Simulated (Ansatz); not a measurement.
Reaction (formal exchange of groups at a C–Si bond): `B[SiH](C)C#C` + `[F][SnH]([F])[F]` → `C#[C][Sn]([F])([F])[F]` + `B[SiH2]C`

Isolated molecules relaxed with PBE0-D4/def2-TZVP in Ansatz; ΔE leaves out vibrations. CCSD(T)/CBS is the MP2 limit (def2-TZVPP, def2-QZVPP) plus CCSD(T) − MP2 in def2-TZVPP, frozen cores. Functionals use def2-TZVPP. B3LYP here is the variant with VWN-RPA as its local correlation; programs differ in this. def2 core potentials past Kr. For Sn outer-core shells are correlated without core-valence functions, which leaves a few kJ/mol of doubt a bond.

Question: Is it downhill or uphill in electronic energy at CCSD(T)/CBS, and by how much? (Best estimate.)

Answer: Ansatz gave: Uphill: ΔE = +7.5 kcal/mol.

Question: What do these levels give: PBE-D4, PBE0-D4, ωB97M-V, PBE, B3LYP, HF/def2-TZVPP, SCS-MP2/def2-TZVPP, HF/def2-QZVPP, SCS-MP2/def2-QZVPP, HF/CBS(def2), MP2/CBS(def2), CCSD/CBS(def2)? (Estimate.)

Answer: The calculation gave: PBE-D4 10.0, PBE0-D4 9.5, ωB97M-V 8.9, PBE 9.7, B3LYP 9.4, HF/def2-TZVPP 7.3, SCS-MP2/def2-TZVPP 7.0, HF/def2-QZVPP 7.4, SCS-MP2/def2-QZVPP 7.3, HF/CBS(def2) 7.4, MP2/CBS(def2) 8.1, CCSD/CBS(def2) 7.6 kcal/mol.

Largest T1 diagnostic among the species: 0.015.
